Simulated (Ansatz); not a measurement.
Zn3H12S3, a cluster cut from zinc blende ZnS (hydrogen-capped), relaxed as a singlet with RKS PBE0-D4/def2-SVP in Ansatz, starting from the GFN1-xTB geometry. Force threshold 0.02 eV/Å.

Start:

```xyz
18

S    -1.958   -0.778    0.584
S     0.464    2.130    0.283
S     1.511   -1.355   -0.851
Zn   -0.660   -3.042   -0.384
Zn    2.808    1.115   -0.828
Zn   -2.139    1.914    1.222
H    -1.245   -3.109   -1.812
H    -0.219   -3.692    0.945
H     2.609    1.535   -2.300
H     3.658    0.962    0.451
H    -2.915    2.429   -0.009
H    -1.891    1.865    2.744
H    -3.091   -0.899   -0.066
H    -2.447   -1.276    1.695
H     0.292    3.172   -0.495
H     0.981    2.838    1.258
H     1.773   -1.707   -2.088
H     2.467   -2.102   -0.350
```

```json
{"step": "1", "energy (eV)": "-177895.8062", "largest force component (eV/Å)": "1.230", "SCF passes": "14"}
{"step": "2", "energy (eV)": "-177896.0537", "largest force component (eV/Å)": "0.428", "SCF passes": "18"}
{"step": "3", "energy (eV)": "-177896.0856", "largest force component (eV/Å)": "0.015", "SCF passes": "19"}
{"step": "4", "energy (eV)": "-177896.0864", "largest force component (eV/Å)": "0.017", "SCF passes": "19"}
```

Force components are those of the run's own axes.

End:

```tsv
atom	x (Å)	y (Å)	z (Å)
S1	-1.963	-0.781	0.584
S2	0.460	2.126	0.276
S3	1.505	-1.345	-0.852
Zn4	-0.678	-3.146	-0.402
Zn5	2.906	1.153	-0.859
Zn6	-2.225	1.990	1.263
H7	-1.262	-3.047	-1.852
H8	-0.182	-3.647	0.997
H9	2.551	1.525	-2.338
H10	3.634	0.928	0.510
H11	-2.905	2.417	-0.083
H12	-1.832	1.819	2.769
H13	-3.132	-0.910	-0.078
H14	-2.448	-1.305	1.730
H15	0.309	3.206	-0.520
H16	0.993	2.835	1.294
H17	1.780	-1.717	-2.120
H18	2.488	-2.102	-0.318
```

By distances, no bond broke or formed. The bond that changes most is S1–Zn6, from 2.77 to 2.87 Å (atoms count from 1).

The force fell under the threshold at step 3, but the optimiser went on. No frequencies were taken in this run, so the end may be a saddle point.

Hardware: 4 threads of Arm Neoverse V2 on a shared host. Wall time 21 s, peak host memory 0.79 GiB.
